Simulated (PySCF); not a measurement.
Acetamide-aluminium trichloride adduct [AlCl3L], C2H5AlCl3NO.
Atom-mapped SMILES: `[CH3:1]/[C:2]([NH2:3])=[O+:4]/[Al-:5]([Cl:6])([Cl:7])[Cl:8]` (hydrogens: H9, H10, H11 on C1; H12, H13 on N3)

Computed with PySCF at wB97X-D/def2-SVPD, non-relativistic, on one gas-phase PBE0-D3(BJ)/def2-SVP geometry that isn't relaxed in the solvent. The solvent is an IEF-PCM continuum (van der Waals radii × 1.2), and excitations are vertical TDDFT with non-equilibrium linear response and a frozen core. Specific hydrogen bonds and non-electrostatic terms are outside this model.

Gas-phase singlets (H = HOMO, L = LUMO):

| state | E (eV) | λ (nm) | f | leading configurations |
| --- | --- | --- | --- | --- |
| S1 | 6.615 | 187 | 0.001 | H-5→L 42%, H-9→L 26% |
| S2 | 6.914 | 179 | 0.005 | H→L 90% |
| S3 | 7.117 | 174 | 0.067 | H-1→L 76%, H-2→L 11% |
| S4 | 7.383 | 168 | 0.001 | H-2→L 69%, H-1→L 10% |
| S5 | 7.510 | 165 | 0.020 | H-4→L 73% |

Task: What are the lowest 5 singlets in cyclohexane (ε = 2.017)?

Result: 
| state | E (eV) | λ (nm) | f | leading configurations | change by rank (eV) |
| --- | --- | --- | --- | --- | --- |
| S1 | 6.806 | 182 | 0.001 | H-5→L 28%, H-7→L 24% | +0.191 |
| S2 | 7.470 | 166 | 0.108 | H→L 62%, H-6→L 9% | +0.556 |
| S3 | 7.508 | 165 | 0.093 | H-1→L 44%, H→L 26% | +0.391 |
| S4 | 7.811 | 159 | 0.002 | H→L+1 63%, H→L+2 12% | +0.428 |
| S5 | 7.839 | 158 | 0.018 | H-2→L 48%, H-6→L 21% | +0.329 |

Task: How do the frontier levels move from gas to cyclohexane?

Result: 
```json
{"orbital": "LUMO+2", "gas (eV)": "1.93", "solvent (eV)": "2.15", "change (eV)": "+0.22", "Löwdin shares, gas": "Al5 33 %, H12 12 %, Cl7 11 %, Cl8 10 %", "Löwdin shares, solvent": "C1 19 %, H12 14 %, H11 11 %, Al5 10 %"}
{"orbital": "LUMO+1", "gas (eV)": "1.15", "solvent (eV)": "1.36", "change (eV)": "+0.21", "Löwdin shares, gas": "Al5 23 %, C1 17 %, H12 13 %, H11 9 %", "Löwdin shares, solvent": "Al5 46 %, Cl7 9 %, Cl6 8 %, Cl8 8 %"}
{"orbital": "LUMO", "gas (eV)": "0.23", "solvent (eV)": "0.63", "change (eV)": "+0.40", "Löwdin shares, gas": "C2 40 %, N3 20 %, O4 18 %, C1 7 %", "Löwdin shares, solvent": "C2 40 %, N3 20 %, O4 18 %, C1 7 %"}
{"orbital": "HOMO", "gas (eV)": "-10.17", "solvent (eV)": "-10.39", "change (eV)": "-0.22", "Löwdin shares, gas": "Cl6 41 %, Cl8 41 %, Cl7 17 %", "Löwdin shares, solvent": "Cl6 40 %, Cl8 36 %, Cl7 23 %"}
{"orbital": "HOMO-1", "gas (eV)": "-10.42", "solvent (eV)": "-10.63", "change (eV)": "-0.21", "Löwdin shares, gas": "Cl6 47 %, Cl8 41 %, Al5 5 %, Cl7 4 %", "Löwdin shares, solvent": "Cl6 52 %, Cl8 34 %, Cl7 5 %, Al5 4 %"}
{"orbital": "HOMO-2", "gas (eV)": "-10.58", "solvent (eV)": "-10.77", "change (eV)": "-0.19", "Löwdin shares, gas": "Cl8 43 %, Cl6 30 %, Cl7 19 %, Al5 5 %", "Löwdin shares, solvent": "Cl8 40 %, Cl7 30 %, Cl6 20 %, Al5 4 %"}
{"orbital": "HOMO-3", "gas (eV)": "-10.81", "solvent (eV)": "-11.04", "change (eV)": "-0.23", "Löwdin shares, gas": "Cl6 44 %, Cl8 41 %, Al5 10 %, Cl7 5 %", "Löwdin shares, solvent": "Cl8 41 %, Cl6 38 %, Cl7 10 %, Al5 9 %"}
```

The HOMO–LUMO gap goes from 10.40 to 11.02 eV. Rows go by rank; for LUMO+1 and LUMO+2 the atom shares or the degeneracy differ between the runs, so the row needn't follow one orbital.

Time: 39 s; peak memory 1.2 GiB. Hardware: Arm Neoverse V2, one thread, shared host. This is the whole response run at wB97X-D/def2-SVPD in cyclohexane, SCF included.

Shape of the structure used: `[CH3:1]/[C:2]([NH2:3])=[O+:4]/[Al-:5]([Cl:6])([Cl:7])[Cl:8]`: C2–O4–Al5–Cl6 -88°, H–N3–C2–C1 1°, H–N3–C2–C1 177°.
